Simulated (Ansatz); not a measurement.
A made-up structure of CHBBr, doublet:

C1  (-0.443, 0.567, -0.481)
B2  (0.247, -0.316, 0.268)
Br3  (1.187, -1.517, 1.288)
H4  (0.561, -1.184, -0.418)
(Å)

It is relaxed with PBE-D4/def2-SVP and then PBE0-D4/def2-TZVP (Ansatz 0.2.0). Atoms count as bonded within 1.22 times the sum of their covalent radii (H–H: 0.88 Å). The end point is not checked to be a true minimum.

Problem. Does its bonding change? (A judgement: the text doesn't fix the answer.)

Solution. By the calculation: Yes. Formed: C1–H4; broken: B2–H4.

Where it ends: The first stage lowers the energy by 3.85 eV in 15 steps. It ends as CHBBr ([CH][B][Br]):
C1  (0.060, -0.379, -0.602)
B2  (0.571, -0.742, 0.591)
Br3  (1.267, -1.237, 2.216)
H4  (-0.346, -0.092, -1.548)
(Å)

Labels in which every atom is bracketed show which atoms are joined, not bond orders.

For scale, one of the runs: PBE0-D4/def2-TZVP relaxation, 116 basis functions, launched by `ansatz run in.yaml --threads 2 --pin off --events-out ev --progress --plain --max-ram 4352MiB`. Hardware: 2 CPU threads of an AMD EPYC 9R45, shared host. Wall time about 84 s.
